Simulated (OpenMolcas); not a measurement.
## How basis sets differ on SiH4O4 (orthosilicic acid)

SiH4O4: 9 atoms, total charge 0, spin state singlet. SMILES: `O[Si](O)(O)O`. The coordinates come from a PBE0-D4/def2-TZVP relaxation. This is one conformer, not always the lowest.

Each level gives the HOMO–LUMO gap (eV). The values are calculated.

```
            level          kind     program  value (eV)  CPU time
HF/ANO-R0 (sfX2C)  Hartree–Fock  OpenMolcas       16.74     2.4 s
        HF/STO-3G  Hartree–Fock  OpenMolcas       21.99     2.1 s
         HF/3-21G  Hartree–Fock  OpenMolcas       18.95     2.7 s
      HF/def2-SVP  Hartree–Fock  OpenMolcas       17.86     8.1 s
```

The values span 16.74 to 21.99 eV. A Hartree–Fock LUMO above zero doesn't converge with the basis: it sinks as sets grow more diffuse. Orbital gaps aren't excitation energies. CPU times are rough (shared hosts, several kinds of processor): they show what a rung costs within a factor of a few.
